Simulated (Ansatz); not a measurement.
Basis-set series for C₆H₁₀O₂ (`CC(=O)C(C)C(C)=O`). Total charge 0; spin multiplicity 1. The structure was optimised at the PBE0-D4/def2-TZVP level. It is a higher conformer; a search finds a lower one.

| functional | basis | functions | energy (Eh) | HOMO (eV) | LUMO (eV) |
| --- | --- | --- | --- | --- | --- |
| PBE0-D4 | def2-SVP | 162 | -384.39474 | -7.14 | -0.72 |
| PBE0-D4 | def2-TZVPP | 388 | -384.82448 | -7.25 | -0.88 |
| ωB97M-V | def2-SVP | 162 | -384.65498 | -9.52 | 1.61 |
| ωB97M-V | def2-TZVPP | 388 | -385.10383 | -9.65 | 1.38 |

(1) Give the rows for def2-QZVPP. (Estimate.)

Results:

(1) The calculation gave: 
```json
{"functional": "PBE0-D4", "basis": "def2-QZVPP", "functions": "756", "energy (Eh)": "-384.84537", "HOMO (eV)": "-7.28", "LUMO (eV)": "-0.93"}
{"functional": "ωB97M-V", "basis": "def2-QZVPP", "functions": "756", "energy (Eh)": "-385.12389", "HOMO (eV)": "-9.67", "LUMO (eV)": "1.24"}
```

Positive LUMOs are unbound and depend on the basis.

Program: Ansatz 0.2.0.
